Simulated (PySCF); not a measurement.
Give a PBE0-D3(BJ)/def2-SVP geometry of `[C-]#[N+]C=C=C=CC#C`.

```
atom  x, y, z in Å
C1    -4.482    1.247    0.672
N2    -3.562    0.510    0.680
C3    -2.520   -0.371    0.694
C4    -1.246   -0.004    0.571
C5    -0.028    0.310    0.457
C6     1.252    0.662    0.335
C7     2.331   -0.253    0.350
C8     3.277   -1.016    0.359
H9    -2.793   -1.425    0.815
H10    1.490    1.727    0.216
H11    4.109   -1.695    0.368
```

Orientation and origin are arbitrary. Atoms count from 1 in this order. The 8 heavy atoms lie in one plane (0.000 Å rms). The C–N distances run from 1.179 Å (C1≡N2, drawn triple) to 1.365 Å (N2–C3, drawn single), a spread of 0.186 Å. The C–C distances run from 1.215 Å (C7≡C8, drawn triple) to 1.415 Å (C6–C7, drawn single), a spread of 0.200 Å.

Bonds between heavy atoms (Å): C1≡N2 1.179, N2–C3 1.365, C3=C4 1.331, C4=C5 1.263, C5=C6 1.333, C6–C7 1.415, C7≡C8 1.215.

Theory: PBE0-D3(BJ)/def2-SVP geometry optimisation, gas phase (PySCF 2.14.0).

Point group: Cs (every atom within 0.08 Å of its image). Stationary, but not proved a minimum.
